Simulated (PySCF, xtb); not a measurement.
C4H2BrF, SMILES C(#C)/C=C(/Br)F.

GFN2-xTB in xtb at its own geometry gives an orbital gap of 3.63 eV and a dipole moment of 2.75 D.

Geometry: PBE-D3(BJ)/def2-SVP. The structure was generated by enumeration; whether it is a known compound was not checked.

Problem. What does PySCF with HF/def2-TZVP give? (An estimate is asked for; the answer gives what the named calculation found.)

Solution. gap 11.68 eV (levels -9.35 and 2.33 eV), dipole 1.12 D.
